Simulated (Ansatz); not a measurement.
Total energies of SbSbSbSb tetrahedron (Sb₄) from Ansatz at PBE0-D4/def2-TZVP, gas phase (1 Eh = 27.2114 eV = 2625.5 kJ/mol). The reference geometry is relaxed at r2SCAN-D4/def2-SVP.

| state | geometry | energy (Eh) |
| --- | --- | --- |
| charge 0 singlet | reference | -961.22427 |
| charge 1 doublet | reference | -960.93542 |
| charge 1 doublet | relaxed at r2SCAN-D4/def2-SVP | -960.94447 |
| free Sb atom (quartet) | – | -240.22283 |

In the def2 sets Sb takes a core potential; there is no spin–orbit coupling.

Problem. Work out the vertical ionisation energy to the doublet.

Solution. E(charge 1 doublet) − E(charge 0 singlet) = -960.93542 − (-961.22427) = 0.28885 Eh = 7.86 eV. For comparison, −ε of the highest occupied level is 6.23 eV at this level, 1.63 eV less.

Problem. How much does the charge 1 doublet relax, and what is the adiabatic ionisation energy?

Solution. Relaxation: -960.93542 − (-960.94447) = 0.00905 Eh = 0.25 eV. Adiabatic ionisation energy: 0.27980 Eh = 7.61 eV, without zero-point energy. 

Problem. What is the binding energy per atom against free atoms?

Solution. Atoms: 4 × (-240.22283) = -960.89132 Eh. Binding: -960.89132 − (-961.22427) = 0.33295 Eh = 9.06 eV, or 2.27 eV for each of 4 atoms (no zero-point energy, no counterpoise term).
